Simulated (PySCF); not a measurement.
Some computed properties have been withheld. Give your best values.

Compound: C4H7NSSi.
Atom-mapped SMILES: `[SiH3:1][CH2:2][c:3]1[cH:4][cH:5][s:6][n:7]1` (hydrogens: H8, H9, H10 on Si1; H11, H12 on C2; H13 on C4; H14 on C5)

Geometry (GFN2-xTB, Å), atoms numbered from 1 in this order:
```
atom  x, y, z in Å
Si1   -2.1137    0.3307    0.4397
C2    -0.8928   -0.4098   -0.8344
C3     0.4674   -0.4778   -0.2564
C4     1.4033    0.5905   -0.2683
C5     2.5429    0.2277    0.3799
S6     2.3848   -1.3798    0.9573
N7     0.8749   -1.5593    0.3609
H8    -1.6621    1.6788    0.7961
H9    -2.1465   -0.5196    1.6262
H10   -3.4291    0.4004   -0.1985
H11   -1.2203   -1.4134   -1.1017
H12   -0.8772    0.1997   -1.7378
H13    1.2269    1.5440   -0.7314
H14    3.4407    0.7875    0.5462
```

| property | level | value |
| --- | --- | --- |
| point group of the GFN2-xTB geometry | GFN2-xTB | C1 |
| rotational constants A, B, C of the GFN2-xTB geometry | GFN2-xTB | ? |
| dipole moment | wB97X-D/def2-SVPD | 2.28 D |
| HOMO energy | wB97X-D/def2-SVPD | ? |
| LUMO energy | wB97X-D/def2-SVPD | ? |
| lowest singlet excitation | TDDFT wB97X-D/def2-SVPD | ? |
| strongest line among the 8 lowest singlet transitions | TDDFT wB97X-D/def2-SVPD | ? |
| lowest triplet excitation (Tamm–Dancoff) | TDA wB97X-D/def2-SVPD | ? |
| static isotropic polarisability | wB97X-D/def2-SVPD | ? |
| electronic spatial extent ⟨r²⟩ about the centre of nuclear charge | wB97X-D/def2-SVPD | 1255 bohr² |

The electronic properties come from PySCF, for the isolated species, density fitting.

(1) What are the rotational constants A, B, C of the GFN2-xTB geometry?

(2) What is the lowest triplet excitation (Tamm–Dancoff)?

(3) The strongest line among the 8 lowest singlet transitions?

(4) What is the LUMO energy?

(5) What is the lowest singlet excitation?

(6) Give the static isotropic polarisability.

(7) The HOMO energy?

Results:

(1) 4.644, 1.016, 0.944 GHz.

(2) 4.10 eV.

(3) S7 at 7.30 eV (170 nm, f = 0.309).

(4) 0.82 eV.

(5) 5.56 eV (223 nm, f = 0.185).

(6) 96.3 au.

(7) -8.88 eV.

With B = h/(8π²I), that is 505.379 GHz u Å² over I, the principal moments of inertia are 108.8, 497.6 and 535.3 u Å² (most abundant isotopes). The largest Löwdin shares of the HOMO are 0.37 on S6, 0.15 on C3, 0.10 on C4 and 0.10 on N7. The vertical singlet–triplet gap S1 − T1 is 1.46 eV (TDDFT singlet less Tamm–Dancoff triplet; S1: HOMO→LUMO, weight 0.91; T1: HOMO→LUMO, weight 0.76). No computed singlet falls in the visible range (750 to 380 nm, 1.65 to 3.26 eV); S1 lies 2.30 eV above its blue end.

For the TDDFT job (wB97X-D/def2-SVPD), on an Arm Neoverse V2 with one thread (shared host), this took 31 s of wall time and 0.92 GiB of memory at its peak.

One conformer stands for the species.
